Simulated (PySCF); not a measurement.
Isomers of C9H14O.

All values: CAM-B3LYP/def2-SVPD (PySCF) at PBE0-D3(BJ)/def2-SVP geometries, gas phase, one conformer each. Core orbitals are frozen in the response; Δα² is half the sum of the squared differences of the principal polarisabilities.

**Question.** Rank by polarisability anisotropy Δα, lowest first.
A. `[CH3:1][CH2:2][O:3]/[CH:4]=[CH:5]\[C@@H:6]1[CH2:7][C:8]12[CH2:9][CH2:10]2` with C1–C2–O3–C4 169°, C2–O3–C4–C5 8°, C4–C5–C6–C7 -136°
B. `[CH3:1][C@@:2]12[CH:3]=[CH:4][C@@:5]([CH2:6][OH:7])([CH2:8][CH2:9]1)[CH2:10]2` with C4–C5–C6–O7 66°, C5–C6–O7–H -62°
C. nopinone (`CC1(C)[C@@H]2CCC(=O)[C@H]1C2`)
D. `[CH3:1][C:2]1=[CH:3][C:4](=[O:5])[CH2:6][C:7]([CH3:8])([CH3:9])[CH2:10]1` with C2–C3–C4–O5 -177°, C3–C4–C6–C7 -34°, C4–C6–C7–C8 -66°, C6–C7–C10–C2 -48°

**Answer.** C (1.88 Å³), B (3.67 Å³), D (5.17 Å³), A (6.79 Å³).

**Question.** Rank by HOMO–LUMO gap, highest first.
A. `[CH3:1][C:2]1=[CH:3][C:4](=[O:5])[CH2:6][C:7]([CH3:8])([CH3:9])[CH2:10]1` with C2–C3–C4–O5 -177°, C3–C4–C6–C7 -34°, C4–C6–C7–C8 -66°, C6–C7–C10–C2 -48° (isophorone)
B. `[CH3:1][CH2:2][O:3]/[CH:4]=[CH:5]\[C@@H:6]1[CH2:7][C:8]12[CH2:9][CH2:10]2` with C1–C2–O3–C4 169°, C2–O3–C4–C5 8°, C4–C5–C6–C7 -136°
C. `[CH3:1][C@@:2]12[CH:3]=[CH:4][C@@:5]([CH2:6][OH:7])([CH2:8][CH2:9]1)[CH2:10]2` with C4–C5–C6–O7 66°, C5–C6–O7–H -62°
D. nopinone, `C1([C@H]2C(=O)CC[C@@H]1C2)(C)C`
E. `[CH2:1]=[C:2]1[CH2:3][C@@H:4]([CH3:5])[C@@H:6]([C:7]([CH3:8])=[O:9])[CH2:10]1` with C4–C6–C7–C8 -75°, C1–C2–C3–C4 158°, C2–C3–C4–C5 -84°, C3–C4–C6–C7 -164°, C4–C6–C10–C2 27°

**Answer.** C (9.53 eV), D (9.27 eV), E (8.96 eV), B (8.61 eV), A (8.22 eV).

**Question.** Rank by dipole moment, lowest first.
A. `[CH3:1][C@@:2]12[CH:3]=[CH:4][C@@:5]([CH2:6][OH:7])([CH2:8][CH2:9]1)[CH2:10]2` with C4–C5–C6–O7 66°, C5–C6–O7–H -62°
B. `[CH3:1][CH2:2][O:3]/[CH:4]=[CH:5]\[C@@H:6]1[CH2:7][C:8]12[CH2:9][CH2:10]2` with C1–C2–O3–C4 169°, C2–O3–C4–C5 8°, C4–C5–C6–C7 -136°
C. `[CH3:1][C:2]1=[CH:3][C:4](=[O:5])[CH2:6][C:7]([CH3:8])([CH3:9])[CH2:10]1` with C2–C3–C4–O5 -177°, C3–C4–C6–C7 -34°, C4–C6–C7–C8 -66°, C6–C7–C10–C2 -48°
D. `[CH2:1]=[C:2]1[CH2:3][C@@H:4]([CH3:5])[C@@H:6]([C:7]([CH3:8])=[O:9])[CH2:10]1` with C4–C6–C7–C8 -75°, C1–C2–C3–C4 158°, C2–C3–C4–C5 -84°, C3–C4–C6–C7 -164°, C4–C6–C10–C2 27°
E. nopinone, `CC1(C)[C@@H]2CCC(=O)[C@H]1C2`

**Answer.** B (1.26 D), A (1.67 D), D (3.10 D), E (3.54 D), C (4.57 D).

All values together:

```csv
SMILES,μ (D),HOMO (eV),LUMO (eV),α (Å³),Δα (Å³),ΔSCF removal energy (eV)
CCO/C=C\[C@@H]1CC12CC2,1.26,-7.30,1.31,16.70,6.79,7.93
CC1(C)[C@@H]2CCC(=O)[C@H]1C2,3.54,-8.40,0.87,14.96,1.88,9.07
C[C@@]12C=C[C@@](CO)(CC1)C2,1.67,-8.34,1.19,15.27,3.67,8.97
C=C1C[C@@H](C)[C@@H](C(C)=O)C1,3.10,-8.28,0.67,15.78,5.36,8.99
CC1=CC(=O)CC(C)(C)C1,4.57,-8.44,-0.22,16.07,5.17,8.96
```

Conformers: `[CH3:1][CH2:2][O:3]/[CH:4]=[CH:5]\[C@@H:6]1[CH2:7][C:8]12[CH2:9][CH2:10]2` with C1–C2–O3–C4 169°, C2–O3–C4–C5 8°, C4–C5–C6–C7 -136°; `[CH3:1][C@@:2]12[CH:3]=[CH:4][C@@:5]([CH2:6][OH:7])([CH2:8][CH2:9]1)[CH2:10]2` with C4–C5–C6–O7 66°, C5–C6–O7–H -62°; `[CH2:1]=[C:2]1[CH2:3][C@@H:4]([CH3:5])[C@@H:6]([C:7]([CH3:8])=[O:9])[CH2:10]1` with C4–C6–C7–C8 -75°, C1–C2–C3–C4 158°, C2–C3–C4–C5 -84°, C3–C4–C6–C7 -164°, C4–C6–C10–C2 27°; `[CH3:1][C:2]1=[CH:3][C:4](=[O:5])[CH2:6][C:7]([CH3:8])([CH3:9])[CH2:10]1` with C2–C3–C4–O5 -177°, C3–C4–C6–C7 -34°, C4–C6–C7–C8 -66°, C6–C7–C10–C2 -48°.

**Question.** By how much does the ΔSCF value exceed −ε(HOMO) over the species that have both?

**Answer.** By 0.52 to 0.71 eV, 0.63 eV on average, over 5 species.
